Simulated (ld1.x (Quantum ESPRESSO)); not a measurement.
# Ca: variants of one PAW potential

Base potential:

```json
{
  "Element": "calcium",
  "Generator": "ld1.x (Quantum ESPRESSO) 7.5",
  "Type": "PAW",
  "Functional": "LDA (PZ)",
  "Relativity": "fully relativistic",
  "Frozen core": "[Ne]",
  "Valence charge": "10",
  "Reference configuration": "3s2 3p6 3d0 4s2 4p0",
  "Partial waves": "3s (bound): rcut 1.90, rcutus 2.35 bohr; 4s (bound): rcut 1.90, rcutus 2.35 bohr; 3p (bound): rcut 1.75, rcutus 2.00 bohr; 4p (bound, empty): rcut 1.75, rcutus 2.00 bohr; 3d (bound, empty): rcut 1.45, rcutus 1.60 bohr; 3d channel at 0.7 Ry: rcut 1.45, rcutus 1.60 bohr",
  "Local potential": "all-electron potential smoothed inside 1.30 bohr (lloc = -1)",
  "Core correction": "Bessel-smoothed model core inside 1.45 bohr",
  "Augmentation charge": "GAUSS, radius 1.60 bohr"
}
```

Open shells are filled in proportion to 2j + 1 (rel_dist='average').

All-electron outer shells of the reference configuration (LDA (PZ), scalar-relativistic, ld1.x):

| shell | level (eV) | outermost node (bohr) | outermost maximum (bohr) |
| --- | --- | --- | --- |
| 2s | -413.12 | 0.10 | 0.30 |
| 2p | -334.59 | – | 0.25 |
| 3s | -46.82 | 0.45 | 0.99 |
| 3p | -27.98 | 0.42 | 1.04 |
| 4s | -3.87 | 1.43 | 3.33 |
| 3d | -2.13 | – | 1.29 |
| 4p | -1.44 | 1.63 | 4.39 |

Cutoffs, loose and tight: the cutoffs (Ry, on a coarse ladder) from which the occupation-weighted sum of valence levels, in a spherical-Bessel basis at the reference potential, stays within 10 and 1 mRy of its value at 400 Ry. They do not see the model core or the augmentation charge, which bear on the density cutoff. Test errors are all-electron minus pseudo excitation energies from the reference, over the configurations 3s2 3p6 3d0 4s1 4p0; 3s2 3p6 3d0 4s0 4p0; 3s2 3p6 3d0 4s1.5 4p0; 3s2 3p6 3d1 4s0 4p0; 3s2 3p6 3d1 4s1 4p0; 3s2 3p6 3d0 4s0 4p2; 3s2 3p6 3d0 4s1 4p1. A dash means not determined; rows that change the core or the reference have their own tests.

Cutoffs are not given where the Bessel-basis levels miss the radial ones by over 6 mRy, ghosts where they miss by over 20 mRy; a channel whose overlap is not positive is not tested.

On the changes marked as counting shells twice: ld1.x takes every shell without a wave as core, so the model core holds the marked electrons as well and exchange and correlation see them twice. This cancels in the reference configuration, but the file is broken for other ones, and its errors say nothing about a proper core correction.

| change | outcome | bound ghosts | largest test error (meV) |
| --- | --- | --- | --- |
| base | generated | not determined | +13 |
| augmentation BESSEL, radius 1.45 bohr | generated | not determined | +7.6 |
| waves 3d (bound): rcut 1.02, rcutus 1.08 bohr; 3d channel at 0.7 Ry: rcut 1.02, rcutus 1.08 bohr | generated | not determined | +12 |
| all radii but the core radius scaled by about 1.06 (s 2.50, p 2.12, d 1.70 bohr, rcut 2.02/1.86/1.54); local potential all-electron potential smoothed inside 1.38 bohr (lloc = -1); augmentation GAUSS, radius 1.70 bohr | generated | not determined | +43 |
| waves 3s (bound): rcut 1.90, rcutus 3.38 bohr; 4s (bound): rcut 1.90, rcutus 3.38 bohr | generated | not determined | test run stopped at test 1 of 7 (negative rho) |
| type TM; waves now 3s (bound): rc 2.35 bohr; 3d (bound): rc 1.60 bohr; 3p (bound): rc 2.00 bohr; local potential the p channel (4s counted twice) | generated, misses its reference levels by 0.36 eV | not determined | -2245 |
| wave 3d channel at 0.7 Ry: rcut 1.45, rcutus 1.60 bohr becomes 3d channel at 2.82 Ry: rcut 1.45, rcutus 1.60 bohr | generated | not determined | +13 |
| core correction Bessel-smoothed model core inside 0.64 bohr | generated | not determined | +13 |
